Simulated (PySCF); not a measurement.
**How methods differ on the ionisation energy of Ba³⁸⁺**

Ba³⁸⁺ [Ar] → Ba³⁹⁺ [Ne] 3s2 3p5 [3p1/2^2 3p3/2^3, M_J = 3/2], as a difference of total energies. All numbers are calculated (PySCF 2.14, the two-component X2C-1e Hamiltonian, in an even-tempered Gaussian basis (19 s from 7.7 bohr⁻², ratio 2.4; 14 p from 10 bohr⁻², ratio 2.4; 5 d from 40 bohr⁻², ratio 2.6; 4 f from 60 bohr⁻², ratio 2.6)). Correlated levels: 1s2 frozen; the 56 highest virtual spinors dropped. "Screened" scales the spin-orbit matrix elements by Boettger's factors to mimic the two-electron term; Breit and QED terms are absent.

```
                    method  ionisation energy (eV)
           GHF (spin-free)                  2845.4
          GMP2 (spin-free)                  2846.2
 GHF (screened spin-orbit)                  2816.2
GMP2 (screened spin-orbit)                  2817.1
```

Breit and QED terms and the two-electron picture change are absent.

The spin-free rows lack the spin-orbit shift.

For comparison: 2814 ± 4 eV (theoretical estimate listed by NIST; NIST Atomic Spectra Database, ionization energies).
